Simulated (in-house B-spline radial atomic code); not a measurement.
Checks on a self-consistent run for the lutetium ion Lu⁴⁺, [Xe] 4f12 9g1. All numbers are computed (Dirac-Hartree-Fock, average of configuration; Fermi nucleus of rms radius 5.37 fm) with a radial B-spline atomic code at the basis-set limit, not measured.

| orbital | q | ε (Eh) | <1/r> | <r²> | small-component weight |
| --- | --- | --- | --- | --- | --- |
| 1s1/2 | 2 | -2343.92830 | 82.1803 | 0.000512094 | 0.071138 |
| 2s1/2 | 2 | -406.03977 | 19.8971 | 0.00785278 | 0.016027 |
| 2p1/2 | 2 | -386.77062 | 19.8234 | 0.00565601 | 0.016044 |
| 2p3/2 | 4 | -345.61693 | 16.948 | 0.00686035 | 0.014618 |
| 3s1/2 | 2 | -96.30270 | 7.31143 | 0.0513361 | 0.0052454 |
| 3p1/2 | 2 | -87.80668 | 7.21323 | 0.0474452 | 0.0051721 |
| 3p3/2 | 4 | -78.88351 | 6.47864 | 0.0540573 | 0.004774 |
| 3d3/2 | 4 | -64.65875 | 6.34905 | 0.0423749 | 0.0046295 |
| 3d5/2 | 6 | -62.73265 | 6.17215 | 0.0442031 | 0.004516 |
| 4s1/2 | 2 | -22.42942 | 3.04438 | 0.256854 | 0.0016794 |
| 4p1/2 | 2 | -18.91600 | 2.93268 | 0.267215 | 0.0015924 |
| 4p3/2 | 4 | -16.85082 | 2.69223 | 0.301351 | 0.0014564 |
| 4d3/2 | 4 | -11.04403 | 2.46956 | 0.335057 | 0.001264 |
| 4d5/2 | 6 | -10.65765 | 2.40829 | 0.348606 | 0.0012236 |
| 5s1/2 | 2 | -5.02189 | 1.17259 | 1.44113 | 0.0003625 |
| 5p1/2 | 2 | -3.85743 | 1.06854 | 1.70707 | 0.00030952 |
| 5p3/2 | 4 | -3.53513 | 0.98936 | 1.93296 | 0.00027507 |
| 4f5/2 | 5.1429 | -3.51623 | 1.96088 | 0.507396 | 0.00085367 |
| 4f7/2 | 6.8571 | -3.45052 | 1.93566 | 0.521354 | 0.00083669 |
| 9g7/2 | 0.44444 | -0.15485 | 0.0624907 | 555.734 | 4.2142e-06 |
| 9g9/2 | 0.55556 | -0.15487 | 0.0625094 | 555.597 | 4.2169e-06 |

Electron-electron repulsion V_ee = 5260.5796 hartree.

**Question.** What total energy follows from the eigenvalues?

**Answer.** The eigenvalues count the repulsion twice, so E = Σqε - V_ee = -9306.743 - 5260.580 = -14567.323 hartree; the run printed -14567.323.

**Question.** Does the Dirac virial theorem hold?

**Answer.** For a point nucleus E = -2c²Σq·w, with w the small-component weight. Here Σq·w = 0.38778 and c = 137.0360, so the ratio E/(-2c²Σq·w) is 1.000219; the finite nucleus accounts for the departure from 1.

**Question.** What diamagnetic shielding (Lamb formula) and susceptibility (Langevin formula) do the radii give?

**Answer.** σ = (α²/3)Σq<1/r> = 507.897/(3·137.036²) = 9015.4 ppm, and χ = -0.79199×10⁻⁶·Σq<r²> = -461.3×10⁻⁶ cm³/mol with Σq<r²> = 582.46 bohr². Both are non-relativistic formulas without the paramagnetism of open shells; for so heavy an element the full relativistic shielding is larger by tens of per cent.
